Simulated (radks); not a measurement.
Polarisability of the tellurium ion Te3+, [Kr] 4d10 5s2 5p1, at imaginary frequency. Calculated with a radial shooting solver on a logarithmic mesh with Libxc functionals: scalar-relativistic Kohn-Sham, LDA (Slater exchange, VWN5 correlation), spin-polarised, spherical densities, finite nucleus; open shells are filled with parallel spins first (spin-orbit coupling, left out, can overturn this in heavy ions); Fermi nuclear charge, rms radius 4.7423 fm. Response by self-consistent Sternheimer equations with the Hartree and adiabatic LDA kernel, the relativistic mass of each level held fixed and spin-orbit coupling left out.

| w (hartree) | alpha1(iw) (bohr^3) |
|---|---|
| 0.00266 | 10.15 |
| 0.0143 | 10.15 |
| 0.0360 | 10.12 |
| 0.0697 | 10.01 |
| 0.118 | 9.760 |
| 0.186 | 9.239 |
| 0.280 | 8.323 |
| 0.413 | 6.969 |
| 0.605 | 5.337 |
| 0.892 | 3.755 |
| 1.35 | 2.472 |
| 2.12 | 1.516 |
| 3.59 | 0.8004 |
| 6.94 | 0.3080 |
| 17.5 | 0.06985 |

Static values: alpha1 = 10.15 bohr^3 (1.505 angstrom^3; uncoupled 17.94). C6 = 53.72, triple-dipole C9 = 376.4 atomic units. One-pole (London) frequency 4 C6 / (3 alpha1^2) = 0.695 hartree, against 1.190 for minus the highest occupied eigenvalue.
